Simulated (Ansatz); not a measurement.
Problem. Predict a relaxed structure of SnHMe2Cl (C₂H₇ClSn), charge 0, singlet, at PBE-D4/def2-SVP (Ansatz).

Solution. 
```xyz
11

Sn   -0.658    0.094   -0.376
H    -1.482    1.243   -1.379
C    -0.328    0.818    1.635
H     0.308    1.724    1.610
H     0.177    0.031    2.227
H    -1.298    1.062    2.106
C     1.129   -0.700   -1.298
H     0.875   -1.155   -2.274
H     1.566   -1.473   -0.638
H     1.867    0.112   -1.451
Cl   -2.156   -1.758   -0.162
```
Point group Cs (tolerance 0.1 Å). This is one stationary point.

In the def2 sets Sn takes a core potential; there is no spin–orbit coupling.
